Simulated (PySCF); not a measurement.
Computed IR spectrum (relative IR intensity) of a molecule C2H7BN2O. Geometry: PBE0-D3(BJ)/def2-SVP. The values are those of a single conformer. Method: PBE0-D3(BJ)/def2-SVP (PySCF). Harmonic, unscaled wavenumbers; measured fundamentals usually lie a few per cent lower.

| ν (cm⁻¹) | relative intensity |
|---|---|
| 342 | 2.2 |
| 367 | 35 |
| 454 | 19 |
| 458 | 32 |
| 495 | 17 |
| 566 | 3.1 |
| 671 | 20 |
| 804 | 7.4 |
| 962 | 2.3 |
| 1031 | 50 |
| 1136 | 4.5 |
| 1347 | 78 |
| 1366 | 43 |
| 1421 | 9.0 |
| 1440 | 50 |
| 1445 | 16 |
| 1448 | 19 |
| 1599 | 90 |
| 1829 | 100 |
| 2964 | 26 |
| 3048 | 2.5 |
| 3130 | 2.2 |
| 3656 | 15 |
| 3772 | 12 |
| 3929 | 27 |

### Question
Which molecule gave these data?
(A) C=COB(N)N
(B) C/N=C/B(N)O
(C) OB1NCCN1
(D) C/C=N/B(N)O

### Answer
D, C/C=N/B(N)O
